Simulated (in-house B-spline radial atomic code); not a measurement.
Configurations of Tm⁷⁺, with energies counted from [Kr] 4d10 4f11 5s2 5p3. Computed with a radial B-spline atomic code at the basis-set limit: scalar-relativistic (X2C) LDA PW92, spin-polarised, spherical fractional occupations, Fermi nucleus of rms radius 5.2256 fm. Shells without spins written out take the highest spin.

Occupations are held fixed; configurations that lie above the ionisation limit could autoionise.

| configuration | E - E(ref) (eV) | highest orbital | its <r> (bohr) |
| --- | --- | --- | --- |
| [Kr] 4d10 4f10 5s2 5p4 | -8.183 | 4f down | 0.6691 |
| [Kr] 4d10 4f(5 up, 6 down) 5s2 5p(0 up, 3 down) | 2.8565 | 4f up | 0.6816 |
| [Kr] 4d10 4f(5 up, 6 down) 5s2 5p(1 up, 2 down) | 5.3633 | 4f up | 0.6848 |
| [Kr] 4d10 4f11 5s2 5p2 6p1 | 67.038 | 6p up | 2.484 |
| [Kr] 4d10 4f11 5s2 5p2 5f1 | 76.834 | 5f up | 2.226 |
| [Kr] 4d10 4f10 5s2 5p3 6f1 | 86.298 | 6f up | 3.9 |
| [Kr] 4d9 4f11 5s2 5p4 | 163.36 | 4f down | 0.6664 |
| [Kr] 4d9 4f12 5s2 5p3 | 170.89 | 4f down | 0.6805 |

(1) Order these further configurations by energy, lowest first.
A. [Kr] 4d9 4f11 5s2 5p3 6f1
B. [Kr] 4d9 4f11 5s2 5p3 5f1
C. [Kr] 4d(5 up, 4 down) 4f(6 up, 5 down) 5s2 5p(0 up, 3 down) 6s(1 up, 0 down)
D. [Kr] 4d10 4f(7 up, 3 down) 5s2 5p(3 up, 0 down) 6f(0 up, 1 down)
E. [Kr] 4d10 4f(4 up, 6 down) 5s2 5p(2 up, 1 down) 6d(0 up, 1 down)

(2) How far above the reference does [Kr] 4d10 4f12 5s2 5p2 lie?

(3) How far above the reference does [Kr] 4d10 4f10 5s2 5p3 6d1 lie?

(4) How far above the reference does [Kr] 4d10 4f(7 up, 5 down) 5s2 5p(0 up, 2 down) lie?

(5) Is the reference the lowest configuration at this level of theory?

Answers

(1) E (79.354 eV), D (86.996 eV), C (224.11 eV), B (237.82 eV), A (258.25 eV).

(2) 15.551 eV; its least bound orbital is 4f down with <r> = 0.7024 bohr.

(3) 71.328 eV; its least bound orbital is 6d up with <r> = 2.961 bohr.

(4) 17.072 eV; its least bound orbital is 4f down with <r> = 0.7097 bohr.

(5) No: [Kr] 4d10 4f10 5s2 5p4 lies 8.183 eV lower with this functional.
